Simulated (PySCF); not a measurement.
# Frontier orbitals and the lowest excitations

C₆H₅NO₂Si.
Atom-mapped SMILES: `[O:1]=[CH:2][C:3]#[C:4][C:5]#[C:6][SiH2:7][NH:8][CH:9]=[O:10]` (hydrogens: H11 on C2; H12, H13 on Si7; H14 on N8; H15 on C9)

Structure used (GFN2-xTB), in Å, numbered top down from 1:
```xyz
15
C6H5NO2Si angstrom
O     -0.307   -5.764    0.159
C      0.361   -5.026    0.835
C      0.368   -3.608    0.759
C      0.375   -2.395    0.693
C      0.391   -1.044    0.631
C      0.390    0.168    0.558
Si     0.437    2.020    0.500
N     -0.735    2.347   -0.779
C     -0.895    3.652   -1.027
O     -0.273    4.482   -0.405
H      1.058   -5.410    1.610
H     -0.060    2.555    1.762
H      1.760    2.456    0.069
H     -1.258    1.664   -1.303
H     -1.618    3.911   -1.818
```

Computed, not measured: TDDFT CAM-B3LYP/def2-SVPD, vertical, gas phase, core orbitals frozen in the response (PySCF 2.14.0, density-fitted response routines).

Frontier orbitals with the atoms that hold most of them (Löwdin shares over 4%, at most four atoms; ? is withheld):

```
orbital  ε (eV)                           atoms
 LUMO+2    0.80  Si7 26%, C5 14%, C6 13%, C4 9%
 LUMO+1   -0.75  C6 22%, C5 19%, C3 19%, C4 14%
   LUMO       ?                               ?
   HOMO   -9.35                               ?
 HOMO-1   -9.43  C6 24%, C3 22%, C5 20%, C4 16%
 HOMO-2   -9.85  O10 56%, C9 11%, H15 6%, C6 5%
 HOMO-3   -9.87   O1 68%, C2 16%, H11 9%, C3 6%
```

(1) Give the leading atoms of the LUMO.

(2) Which atoms hold the HOMO, and with what shares?

(3) What is the LUMO energy, and the HOMO–LUMO gap?

Answers

(1) O1 (bonded to C) 20%; C2 (bonded to C, O and H) 19%; C4 (bonded to 2 C) 16%; C3 (bonded to 2 C) 14%. By element: carbon 49% or more, oxygen 20% or more.

(2) C6 (bonded to C and Si) 22%; C3 (bonded to 2 C) 18%; C5 (bonded to 2 C) 17%; C4 (bonded to 2 C) 16%.

(3) ε(LUMO) = -1.90 eV; the gap is 7.45 eV (0.2736 hartree).

Question: The HOMO–LUMO gap is 7.45 eV. Where does the response calculation put the lowest singlet, and from which orbitals?

Answer: S1 is at 3.67 eV (f = 0.0001), 3.77 eV below the gap, made of HOMO→LUMO (45%), HOMO-3→LUMO (41%). 

Next come S2 at 3.71 eV (f 0.0001), HOMO-3→LUMO (46%), HOMO→LUMO (37%); S3 at 4.29 eV (f 0.087), HOMO-1→LUMO (64%), HOMO→LUMO+1 (27%); S4 at 4.70 eV (f 0.0000), HOMO-1→LUMO+1 (95%); S5 at 5.70 eV (f 0.0006), HOMO-2→LUMO+3 (48%), HOMO-2→LUMO+5 (18%), HOMO→LUMO+3 (18%).

Löwdin shares depend on the basis, the more so with diffuse functions.

One conformer stands for the species.
